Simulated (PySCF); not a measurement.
# Computed properties of In(Cl)(Br)(vinyl) (C2H3BrClIn), SMILES C=[CH][In]([Cl])[Br]

C₂H₃BrClIn, SMILES C=[CH][In]([Cl])[Br]. Geometry: B3LYP-D3(BJ)/def2-SVP. The structure was generated by enumeration; whether it is a known compound was not checked. The def2 effective core potentials stand for the cores of In; spin–orbit coupling is left out. One conformer was computed; it need not be the lowest. All values are computed for the isolated molecule unless a solvent is named; none is compared with measurement here.

**Structure.** The optimised structure has Cs symmetry. All 18 harmonic modes at B3LYP-D3(BJ)/def2-SVP (PySCF) are real, so it is a minimum. With heavy atoms numbered as in [In:1]([Cl:2])([Br:3])[CH:4]=[CH2:5], the shortest bond between them is C4–C5 at 1.338 Å and the longest In1–Br3 at 2.503 Å.

**Vibrations.** The strongest infrared lines (harmonic, unscaled, degenerate partners summed) lie at 362 cm⁻¹ (60 km/mol, Cl 71 %, In 25 %), 1231 cm⁻¹ (44 km/mol, H 73 %, C 27 %), 459 cm⁻¹ (29 km/mol, H 71 %, C 28 %). The softest mode is at 56 cm⁻¹ and the zero-point energy is 27.0 kcal/mol.

**Electronic structure.** HF/def2-TZVP (PySCF) places the frontier levels at -11.06 and 0.78 eV, a gap of 11.84 eV, and gives a dipole moment of 3.84 D and a mean polarisability of 86.4 bohr³. PBE/def2-TZVP (PySCF) at the same geometry gives -7.01 and -2.82 eV, so its gap is 7.65 eV narrower. An orbital gap is neither the optical nor the fundamental gap.

**Excitations.** TDA-CAM-B3LYP/def2-SVPD (PySCF) has S1 at 5.26 eV (236 nm, f = 0.043, weak); the most intense of the 10 singlets computed lies at 5.92 eV (f = 0.09). T1 (TDA) is at 4.12 eV, 1.14 eV under S1. TDA-PBE/def2-SVPD (PySCF) puts S1 at 4.21 eV. No vertical singlet excitation falls in the visible range (under 3.1 eV).
